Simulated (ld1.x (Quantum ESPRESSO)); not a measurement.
## nitrogen: PAW pseudisation with PBEsol, scalar-relativistic reference atom.

N (Z = 7), PAW, made with ld1.x (Quantum ESPRESSO) 7.5 (PBEsol, scalar-relativistic). Core [He], reference 2s2 2p2 (charge +1). Waves: 2s (bound): rcut 0.55, rcutus 0.75 bohr; 2s channel at -1.05 Ry: rcut 0.55, rcutus 0.75 bohr; 2p (bound): rcut 1.05, rcutus 1.15 bohr; 2p channel at -0.65 Ry: rcut 1.05, rcutus 1.15 bohr; 3d channel at 0.35 Ry: rcut 0.90, rcutus 1.05 bohr. Local part: all-electron potential smoothed inside 0.80 bohr (lloc = -1). Core correction: Bessel-smoothed model core inside 0.35 bohr. Augmentation charge: PSQ, radius 0.65 bohr.

**Question.** Does the generator finish with these settings?

**Answer.** Yes, a potential is produced and its reference levels are reproduced.

**Question.** Estimate the cutoffs (Ry, on a coarse ladder) from which the occupation-weighted sum of valence levels, in a spherical-Bessel basis at the reference potential, stays within 10 and 1 mRy of its value at 400 Ry.

**Answer.** 60 Ry and 90 Ry.

**Question.** What does a ghost test show?

**Answer.** No extra level below or beside the all-electron valence levels (s, p, d, f tested).

**Question.** Is the overlap operator S = 1 + Σ q|β⟩⟨β| positive definite (Bessel basis up to 400 Ry)?

**Answer.** Yes: its lowest eigenvalue is 0.30 (d channel).

**Question.** Which valence shell sets the plane-wave cutoff?

**Answer.** 2s: its level needs 70 Ry to come within 1 mRy, against 55 Ry for 2p.

**Question.** Tests: 2s2 2p3; 2s2 2p1; 2s2 2p0; 2s2 2p3.3; 2s1 2p0; 2s2 2p2.5; 2s1 2p4. Which has the largest error in its energy relative to the reference configuration, and how large is it?

**Answer.** 2s1 2p0, with -32 meV (all-electron minus pseudo) on +153.14 eV.
